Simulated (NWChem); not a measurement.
Molecule: CdGeH₄O; SMILES [OH][Cd][GeH3]

```xyz
7

Cd    -0.0019     0.7754    -0.0001
O     -0.0693     2.7543     0.0004
H      0.8018     3.1662    -0.0006
Ge    -0.0051    -1.7352     0.0001
H      1.4238    -2.2830    -0.1899
H     -0.5441    -2.3063     1.3264
H     -0.8721    -2.3074    -1.1386
```
Atoms are numbered in this order, from 1.

Computed with NWChem. Medium grid unless said otherwise, to which SCAN and Minnesota functionals are sensitive. Geometry: optimised at PBE0/def2-SVP. def2 effective core potentials on Cd; no spin-orbit coupling. Hybrids' shares of exact exchange are those that their runs print; pure functionals count as 0. The functionals differ in more than this share.

| row | share of exact exchange | highest occupied level (eV) |
|---|---|---|
| PBE/def2-SVP | 0.00 | -5.92 |
| SCAN/def2-SVP | 0.00 | -6.24 |
| B3LYP/def2-SVP | 0.20 | -7.21 |
| M06/def2-SVP | 0.27 | -7.48 |
| PW6B95/def2-SVP | 0.28 | -7.57 |
| MN15/def2-SVP | 0.44 | -8.15 |
| M06-2X/def2-SVP | 0.54 | withheld |

Task: Fit a straight line of the last column on the one before it, predict the withheld value, and compare with the run.

Result: 
1. Means of the 6 shown rows: x = 0.198, y = -7.095. Slope Σ(x − x̄)(y − ȳ)/Σ(x − x̄)² = -0.7242/0.1489 = -4.864; intercept -6.130.
2. The shown rows scatter about the line by 0.122 (root mean square); the largest residual is +0.21, at PBE/def2-SVP.
3. At x = 0.54 (M06-2X/def2-SVP; beyond the shown range) the line gives -8.76.
4. The run gives -8.56, +0.20 from the line, 1.6 times the scatter.
